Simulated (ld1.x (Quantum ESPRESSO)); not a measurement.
Pt (Z = 78), PAW: configuration errors across variants

```
Element                 : Pt (Z = 78)
Generator               : ld1.x (Quantum ESPRESSO) 7.5
Type                    : PAW
Functional              : LDA (PZ)
Relativity              : scalar-relativistic
Frozen core             : [Xe] 4f14
Valence charge          : 10
Reference configuration : 5d9 6s1 6p0
Partial waves           : 6s (bound): rcut 2.10, rcutus 2.70 bohr; 6s channel at 0.05 Ry: rcut 2.10, rcutus 2.70 bohr; 6p (bound, empty): rcut 2.00, rcutus 2.50 bohr; 6p channel at 1.05 Ry: rcut 2.00, rcutus 2.50 bohr; 5d (bound): rcut 1.45, rcutus 1.80 bohr; 5d channel at 0.5 Ry: rcut 1.45, rcutus 1.80 bohr
Local potential         : all-electron potential smoothed inside 2.65 bohr (lloc = -1)
Core correction         : Bessel-smoothed model core inside 1.55 bohr
Augmentation charge     : PSQ, inside the norm-conserving radii
```

All-electron excitation energies from the reference (eV): (1) 5d9 6s0 6p0 9.545; (2) 5d8 6s0 6p0 29.804; (3) 5d7 6s0 6p0 62.315; (4) 5d10 6s0 6p0 0.054.

2 further variants failed, have other tests or too few solved ones, and are left out.

Errors AE − PS in meV (a dash: test not solved or not reliable):

| change | (1) | (2) | (3) | (4) | bound ghosts |
| --- | --- | --- | --- | --- | --- |
| base | -4.8 | -31 | -180 | -13 | none |
| waves 6s (bound): rcut 2.10, rcutus 2.26 bohr; 6s channel at 0.05 Ry: rcut 2.10, rcutus 2.26 bohr | -4.9 | -31 | -178 | -14 | none |
| waves 6s (bound): rcut 2.10, rcutus 2.46 bohr; 6s channel at 0.05 Ry: rcut 2.10, rcutus 2.46 bohr | -4.9 | -31 | -179 | -13 | none |
| waves 6s (bound): rcut 2.10, rcutus 2.72 bohr; 6s channel at 0.05 Ry: rcut 2.10, rcutus 2.72 bohr | -4.8 | -31 | -180 | -13 | none |
| waves 6s (bound): rcut 2.10, rcutus 2.98 bohr; 6s channel at 0.05 Ry: rcut 2.10, rcutus 2.98 bohr | -4.8 | -31 | -180 | -13 | none |
| waves 6s (bound): rcut 2.10, rcutus 3.22 bohr; 6s channel at 0.05 Ry: rcut 2.10, rcutus 3.22 bohr | -4.8 | -31 | -180 | -13 | none |
| waves 6s (bound): rcut 2.10, rcutus 3.78 bohr; 6s channel at 0.05 Ry: rcut 2.10, rcutus 3.78 bohr | -4.7 | -32 | -180 | -13 | none |
| waves 6s (bound): rcut 2.10, rcutus 4.10 bohr; 6s channel at 0.05 Ry: rcut 2.10, rcutus 4.10 bohr | -4.7 | -32 | -181 | -13 | none |

Question: Give the same row for: waves 6s (bound): rcut 2.10, rcutus 3.52 bohr; 6s channel at 0.05 Ry: rcut 2.10, rcutus 3.52 bohr.

Answer: -4.8, -32, -180, -13; bound ghosts: none.
